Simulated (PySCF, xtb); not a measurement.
Cd(OH)(SH) (CdH2OS), SMILES [OH][Cd][SH]. Other conformers were not sampled.

Harmonic wavenumbers (cm⁻¹) from GFN2-xTB (xtb) at its own minimum, in rising order: 76, 126, 247, 277, 370, 567, 674, 2432, 3610.

**Question.** What does r2SCAN-D4/def2-TZVP (PySCF) give at its own minimum? (The exact figures need the calculation; the answer reports its results.)

**Answer.** 110, 116, 141, 349, 593, 656, 783, 2680, 3815. Paired by order, the mean absolute difference is 122 cm⁻¹ and the zero-point energies are 12.0 and 13.2 kcal/mol.
